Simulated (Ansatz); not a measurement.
Basis sets compared for Sn(vinyl)2(NHiPr)2 (C₁₀H₂₂N₂Sn). Charge 0, multiplicity 1. Geometry r2SCAN-D4/def2-SVP. Ansatz on 4 threads of Arm Neoverse V2 on a shared host; times are rough, and most runs start from earlier orbitals.

```xyz
35

Sn   -0.203    0.181    0.171
C     1.290    0.414   -1.371
C     1.834    1.607   -1.650
H     1.585   -0.460   -1.969
H     1.575    2.512   -1.083
H     2.572    1.741   -2.452
C    -0.754    2.110    0.920
C    -0.832    2.302    2.244
H    -0.980    2.939    0.236
H    -0.617    1.488    2.948
H    -1.117    3.271    2.676
N     0.333   -0.909    1.831
C     1.719   -1.183    2.199
C     2.500    0.125    2.292
C     2.421   -2.179    1.269
H    -0.244   -1.748    1.909
H     1.702   -1.630    3.215
H     2.561    0.613    1.303
H     3.531   -0.050    2.635
H     2.011    0.823    2.988
H     2.509   -1.756    0.253
H     3.436   -2.429    1.622
H     1.847   -3.118    1.196
N    -1.856   -0.909   -0.405
C    -2.615   -0.599   -1.613
C    -1.966   -1.130   -2.896
C    -2.858    0.903   -1.708
H    -1.659   -1.910   -0.356
H    -3.608   -1.087   -1.515
H    -0.993   -0.636   -3.067
H    -2.601   -0.951   -3.781
H    -1.786   -2.216   -2.827
H    -1.907    1.440   -1.887
H    -3.529    1.145   -2.547
H    -3.302    1.288   -0.778
```

In the def2 sets Sn takes a core potential; there is no spin–orbit coupling.

Binding counts from free atoms (Sn triplet, C triplet, H doublet, N quartet) in the same basis, without a counterpoise term.

```json
{"level": "PBE-D4/def2-SVP", "functions": "304", "energy (Eh)": "-717.0200", "HOMO (eV)": "-4.67", "LUMO (eV)": "-1.31", "binding per atom (eV)": "4.17", "wall time": "6.5 s"}
{"level": "PBE0-D4/def2-SVP", "functions": "304", "energy (Eh)": "-717.1073", "HOMO (eV)": "-6.06", "LUMO (eV)": "-0.37", "binding per atom (eV)": "4.11", "wall time": "13 s"}
```

(1) Estimate the rows for PBE-D4/def2-TZVP (with forces), PBE0-D4/def2-TZVP.

Answers

(1) 
| level | functions | energy (Eh) | HOMO (eV) | LUMO (eV) | binding per atom (eV) | wall time |
| --- | --- | --- | --- | --- | --- | --- |
| PBE-D4/def2-TZVP (with forces) | 554 | -717.5887 | -4.88 | -1.48 | 4.14 | 16 s |
| PBE0-D4/def2-TZVP | 554 | -717.6632 | -6.20 | -0.53 | 4.07 | 32 s |
